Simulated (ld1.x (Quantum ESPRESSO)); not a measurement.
Scattering properties, TM potential for phosphorus (P)

```json
{
 "Element": "P (Z = 15)",
 "Generator": "ld1.x (Quantum ESPRESSO) 7.5",
 "Type": "norm-conserving Troullier–Martins (Kleinman–Bylander form)",
 "Functional": "PBE",
 "Relativity": "non-relativistic",
 "Frozen core": "[Ne]",
 "Valence charge": "5",
 "Reference configuration": "3s2 3p3",
 "Partial waves": "3s (bound): rc 1.20 bohr; 3d channel at 0.5 Ry: rc 1.40 bohr; 3p (bound): rc 1.75 bohr",
 "Local potential": "the p channel",
 "Core correction": "none"
}
```

The phase is arctan(r·u′/u) with u = r·R(r), unwrapped; energies in Ry, scanned from -3 to 5 Ry. A pole is an energy at which the radial function vanishes at the test radius. The pseudo phase is shifted by a multiple of π to meet the all-electron one at the reference energy, and phase errors are pseudo minus all-electron; the curves can meet again beyond the range given. Levels narrower than the energy grid can be missing from the lists of poles.

```
channel  radius (bohr)  reference energy (Ry)  poles, all-electron  poles, pseudo  unbroken range about the reference energy with phases within 0.05 rad  phase error 1 Ry above the reference energy (rad)
      s           1.89                  -1.02                 1.87           1.77                                                              below 4.1                                             -0.002
      p           1.89                  -0.41                 2.92           2.81                                                        the whole range                                             -0.003
      d           1.89                   0.50                 3.73           3.86                                                        the whole range                                             +0.005
```

Phases in the p channel:

| E (Ry) | all-electron | pseudo |
| --- | --- | --- |
| -3.00 | 1.182 | 1.180 |
| -2.52 | 1.127 | 1.125 |
| -2.04 | 1.045 | 1.043 |
| -1.56 | 0.913 | 0.911 |
| -1.08 | 0.674 | 0.672 |
| -0.60 | 0.208 | 0.207 |
| -0.12 | -0.472 | -0.473 |
| 0.36 | -0.963 | -0.966 |
| 0.84 | -1.218 | -1.222 |
| 1.32 | -1.359 | -1.364 |
| 1.80 | -1.447 | -1.454 |
| 2.28 | -1.510 | -1.517 |
| 2.76 | -1.557 | -1.567 |
| 3.24 | -1.597 | -1.608 |
| 3.72 | -1.631 | -1.646 |
| 4.20 | -1.664 | -1.683 |
| 4.68 | -1.697 | -1.722 |
